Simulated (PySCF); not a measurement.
Computed Raman spectrum (relative Raman activity) of a molecule C2H3BF2O. Geometry: B3LYP-D3(BJ)/def2-SVP. Other conformers were not sampled. These are B3LYP-D3(BJ)/def2-SVP run with PySCF values and carry that method's errors. Harmonic, unscaled wavenumbers; measured fundamentals usually lie a few per cent lower.

| ν (cm⁻¹) | relative intensity |
|---|---|
| 334 | 5.0 |
| 728 | 6.9 |
| 763 | 3.6 |
| 936 | 2.3 |
| 1009 | 3.3 |
| 1359 | 8.2 |
| 1415 | 17 |
| 1720 | 50 |
| 3160 | 100 |
| 3268 | 60 |
| 3827 | 48 |

**Question.** Pick the molecule that these values belong to.
A. O=CB(F)CF
B. C=COB(F)F
C. CC(=O)B(F)F
D. C=C(F)B(O)F

**Answer.** D, C=C(F)B(O)F
